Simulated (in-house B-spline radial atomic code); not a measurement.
Radial electron density of Cr3+, [Ar] 3d3. Method: Dirac-Kohn-Sham PBE0, spherical fractional occupations, Fermi nucleus of rms radius 3.6452 fm. Calculated with a B-spline radial code for spherical atoms.

Caution: exact exchange at fractional occupations of open shells leaves self-interaction of up to several eV.

Columns: r (bohr), 4πr²n(r) (electrons per bohr), bar.

```
 0.00245   0.6886 #
 0.00294    0.963 #
 0.00352    1.335 ##
 0.00421    1.837 ###
 0.00504    2.516 ####
 0.00604    3.425 #####
 0.00723     4.61 #######
 0.00865     6.13 #########
  0.0104    8.103 ###########
  0.0124    10.41 ###############
  0.0148    13.15 ###################
  0.0178     16.4 #######################
  0.0213    19.77 ############################
  0.0255    23.11 #################################
  0.0305       26 #####################################
  0.0365    28.04 ########################################
  0.0437    28.82 #########################################
  0.0524    28.15 ########################################
  0.0627    26.28 #####################################
   0.075    23.94 ##################################
  0.0899    22.24 ###############################
   0.108    22.31 ################################
   0.129     24.5 ###################################
   0.154    27.98 ########################################
   0.185    30.98 ############################################
   0.221    31.12 ############################################
   0.265    27.35 #######################################
   0.317    20.82 #############################
   0.379     14.3 ####################
   0.454    10.54 ###############
   0.544    10.41 ###############
   0.651    12.16 #################
   0.779    13.07 ##################
   0.933    11.68 #################
    1.12    8.464 ############
    1.34    5.046 #######
     1.6    2.516 ####
    1.92    1.038 #
     2.3   0.3728 #
    2.75   0.1167 
    3.29  0.02978 
    3.94 0.005621
```

On this grid the curve has 3 maxima, near 0.0437, 0.221, 0.779 bohr.

The 3d3/2 radial function P(r) = rR(r), positive near the nucleus, with its small component Q(r) (sign convention: Q ≈ (P' + κP/r)/2c):

| r (bohr) | P | Q |
| --- | --- | --- |
| 0.0213 | 0.0009415 | 0.0007522 |
| 0.0305 | 0.002543 | 0.001415 |
| 0.0437 | 0.006711 | 0.002576 |
| 0.0627 | 0.01715 | 0.00449 |
| 0.0899 | 0.0416 | 0.007348 |
| 0.129 | 0.09454 | 0.01109 |
| 0.185 | 0.1965 | 0.01504 |
| 0.265 | 0.3649 | 0.01779 |
| 0.379 | 0.5902 | 0.01777 |
| 0.544 | 0.8145 | 0.01442 |
| 0.779 | 0.9244 | 0.008876 |
| 1.12 | 0.8359 | 0.00377 |
| 1.6 | 0.5885 | 0.0008318 |
| 2.3 | 0.2985 | -0.0002024 |
| 3.29 | 0.09635 | -0.0002139 |
